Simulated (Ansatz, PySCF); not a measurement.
Energy difference R1 + 4 R2 + R3 → 2 P1 + P2 + 2 P3, each structure at its B3LYP-D3(BJ)/def2-TZVP stationary point, reached from a drawn start (curvature not checked).
R1: C4H4O (SMILES c1ccoc1), charge 0, multiplicity 1.
P1: C2H4 (SMILES C=C), charge 0, multiplicity 1.
P2: C2H6 (SMILES CC), charge 0, multiplicity 1.
P3: CH4O (SMILES CO), charge 0, multiplicity 1.
R2: CH4 (SMILES C), charge 0, multiplicity 1.
R3: H2O (SMILES O), charge 0, multiplicity 1.

P less R. No zero-point or thermal terms.

Frozen-core correlation throughout.

Run with Ansatz (Gaussian orbitals); PySCF for the D3/D4 terms. Each number belongs to the level named beside it.

Total energies in hartree:

| structure | PBE/def2-TZVPP | B3LYP-D3(BJ)/def2-TZVPP | CCSD(T)/cc-pVQZ |
|---|---|---|---|
| R1 | -229.836456 | -230.128101 | -229.702545 |
| P1 | -78.501586 | -78.629299 | -78.461631 |
| P2 | -79.732725 | -79.871666 | -79.698711 |
| P3 | -115.632091 | -115.781702 | -115.588884 |
| R2 | -40.464286 | -40.541031 | -40.450883 |
| R3 | -76.380147 | -76.467236 | -76.359711 |

Task: Work out the reaction energy at each level in kcal/mol (1 hartree = 627.50947 kcal/mol), and say how far PBE/def2-TZVPP lies from CCSD(T)/cc-pVQZ.

Result: 
- PBE/def2-TZVPP: 2 × (-78.501586) + 2 × (-115.632091) + (-79.732725) − (-229.836456) − (-76.380147) − 4 × (-40.464286) = 0.073668 hartree = 46.23 kcal/mol
- B3LYP-D3(BJ)/def2-TZVPP: 2 × (-78.629299) + 2 × (-115.781702) + (-79.871666) − (-230.128101) − (-76.467236) − 4 × (-40.541031) = 0.065793 hartree = 41.29 kcal/mol
- CCSD(T)/cc-pVQZ: 2 × (-78.461631) + 2 × (-115.588884) + (-79.698711) − (-229.702545) − (-76.359711) − 4 × (-40.450883) = 0.066047 hartree = 41.45 kcal/mol
PBE/def2-TZVPP less CCSD(T)/cc-pVQZ: 4.78 kcal/mol. CCSD(T)/cc-pVQZ is the level counted from, the highest shown, and no exact or measured value.

Ansatz is a first-principles code.
